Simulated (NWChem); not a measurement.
Species: C$_{5}$H$_{5}$ cation

```xyz
10

C     -1.1652    -0.0017     0.0000
C     -0.3546     1.2067     0.0000
C      0.9412     0.7919     0.0000
C      0.9431    -0.7891     0.0000
C     -0.3518    -1.2076     0.0000
H     -2.2712    -0.0029     0.0000
H     -0.7410     2.2335     0.0000
H      1.8542     1.4068     0.0000
H      1.8574    -1.4022     0.0000
H     -0.7347    -2.2356     0.0000
```
Atoms are numbered in this order, from 1.

All runs: NWChem. Pople sets run with spherical d functions. All runs use the structure optimised with PBE-D3(BJ)/def2-SVP. Level: PBE0/6-31G* with SMD (1 M gas to 1 M solution), gas-phase geometry. Reactions with the solvent are ignored.

Problem. Predict the results for solvent dichloromethane. Quantities: solvation free energy (kcal/mol); cavity-dispersion-structure term (kcal/mol).

Solution. 
```json
{
 "solvation free energy (kcal/mol)": "-58.1",
 "cavity-dispersion-structure term (kcal/mol)": "-2.5"
}
```
